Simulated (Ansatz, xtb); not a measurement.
Ligand exchange: CH3I + CH2FI → I2 + C2H5F

Species: CH3I (methyl iodide) `CI`, singlet; CH2FI (fluoroiodomethane) `FCI`, singlet; I2 (iodine), singlet; C2H5F `CCF`, singlet. The partners trade CH3 for I: I–CH3 and C–I bonds give way to I–I and C–CH3.

Shapes, held fixed at every level: PBE0-D4/def2-TZVP. Programs: Ansatz 0.2.0, xtb 6.7.1. The zero-point and thermal change to 298 K, harmonic and unscaled (PBE0-D4/def2-TZVP), is +5.0 kJ/mol.

| level | kind | ΔH(298 K) (kJ/mol) | less CCSD(T)/def2-TZVPP |
| --- | --- | --- | --- |
| GFN2-xTB | semi-empirical | -126.2 | -70.7 |
| HF/def2-SVP | Hartree–Fock | -92.9 | -37.4 |
| SPW92/def2-TZVPP | LDA | -66.1 | -10.6 |
| PBE0-D4/def2-TZVPP | global hybrid | -69.6 | -14.1 |
| wB97X-V/def2-TZVPP | range-separated hybrid | -68.4 | -12.9 |
| MP2/def2-TZVPP | perturbation theory | -51.8 | +3.7 |
| CCSD(T)/def2-SVP | coupled cluster or CI | -79.0 | -23.5 |
| CCSD(T)/def2-TZVPP | coupled cluster or CI | -55.5 | 0.0 |

The highest level, CCSD(T)/def2-TZVPP, gives ΔH(298 K) = -55.5 kJ/mol; the levels span -126.2 to -51.8. GFN2-xTB strays far from the other rows. The column of differences is taken from that level and isn't an error. No measured value is set beside it here. For atoms past krypton def2 sets carry core potentials with scalar relativity. Outer-core shells of I are correlated, in sets that cover them unevenly.
